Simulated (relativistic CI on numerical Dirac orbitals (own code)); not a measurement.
Computed by Dirac-Coulomb-Breit CI, orbitals from a KLI potential per configuration, model QED (radiative potential, 1s self-energy scaled to tabulated hydrogen-like ionisation energies), unscaled Slater integrals (own radial code, finite nucleus).

The strongest absorption lines from the ground level of an ion, among the configurations computed and to levels below about 6880 eV (vacuum wavelength in nm, gf): 0.24487 (0.095), 0.24911 (0.069), 0.33763 (0.27), 0.34521 (0.012), 0.35454 (0.25), 0.82472 (0.00044), 2.0542 (0.63), 7.6499 (0.052).

(1) Which ion is it?
A. Lu59+
B. Os64+
C. Rn74+
D. Dy54+

Results:

(1) B. Os64+ has 12 electrons and the ground level 3s2 1S_0; the strongest line goes to 3s 3p 1P°_1. The pattern of lines fixes the number of electrons, and along that sequence the line energies rise steadily with the charge (about as its square where n changes within one kind of shell, about linearly where n is kept but much faster in heavy ions where fine structure, which grows about as Z⁴, sets the gap, and irregularly where shells cross), which fixes Z. Configurations outside the model, such as inner-shell arrays, can give stronger lines. At this charge energies of transitions that change n are usually good to better than 1 %, and those within a shell (Δn = 0) to a few per cent.

LS names give the leading component of a level, which can be under half, so a name can repeat, a term be missing and a line seem to break the LS rules.
